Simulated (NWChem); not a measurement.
C₂H₅FOSi; SMILES O1[Si@@H](F)CC1

```xyz
10

F      0.0128    -1.8502    -0.5050
Si    -0.0050    -0.5448     0.4544
C      1.1718     0.8288    -0.0183
C     -0.1423     1.5682    -0.3682
O     -1.1427     0.5929    -0.0030
H     -0.1445    -1.0766     1.8317
H      1.7536     1.2906     0.7918
H      1.8336     0.6328    -0.8734
H     -0.2322     1.8171    -1.4384
H     -0.2912     2.4910     0.2155
```
Atoms are numbered in this order, from 1.

All runs: NWChem. Coordinates come from a PBE0/def2-SVP optimisation. Hybrids' shares of exact exchange are those that their runs print; pure functionals count as 0. The functionals differ in more than this share.

```csv
row,share of exact exchange,orbital gap (eV)
PBE/def2-TZVP,0.00,6.34
BLYP/def2-TZVP,0.00,6.35
TPSSh/def2-TZVP,0.10,withheld
B3LYP/def2-TZVP,0.20,8.28
PBE0/def2-TZVP,0.25,8.76
```

Q: Fit a straight line of the last column on the one before it, predict the withheld value, and compare with the run.

A: 
1. Means of the 4 shown rows: x = 0.113, y = 7.432. Slope Σ(x − x̄)(y − ȳ)/Σ(x − x̄)² = 0.5014/0.05188 = 9.665; intercept 6.345.
2. The shown rows scatter about the line by 0.004 (root mean square); the largest residual is 0.00, at PBE/def2-TZVP.
3. At x = 0.10 (TPSSh/def2-TZVP; inside the shown range) the line gives 7.31.
4. The run gives 7.64, +0.33 from the line.
